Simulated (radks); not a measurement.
The numbers below are computed, except where a source is named.
Q: Species: the praseodymium ion Pr+. Configuration: [Kr] 4d10 4f4 5s1 5p6 6s1 (not the ground configuration). Code: a radial shooting solver on a logarithmic mesh with Libxc functionals. Model: Dirac Kohn-Sham, PBEsol, spin-unpolarised, spherical densities, point nucleus; open shells fill j = l - 1/2 first.

Spin-orbit splittings of the eigenvalues, e(l+1/2) - e(l-1/2), with zeta = 2 splitting/(2l+1) and mean radii in bohr:

shell  occ.  splitting (eV)  zeta (eV)  <r> j=l-1/2  <r> j=l+1/2
2p        6           482.0      321.3      0.08606      0.09237
3p        6               ?          ?       0.2618       0.2741
3d       10           20.60      8.239       0.2452       0.2491
4p        6           20.49      13.66       0.6417       0.6700
4d       10           3.576      1.430       0.7251       0.7353
4f        4          0.3147    0.08992        1.246        1.273
5p        6           2.762      1.842        1.712        1.800
5d        0          0.2021    0.08083        2.847        2.903
6p        0          0.2889     0.1926        4.950        5.155

Estimate the 3p splitting.

A: 95.50 eV (zeta = 63.67 eV).
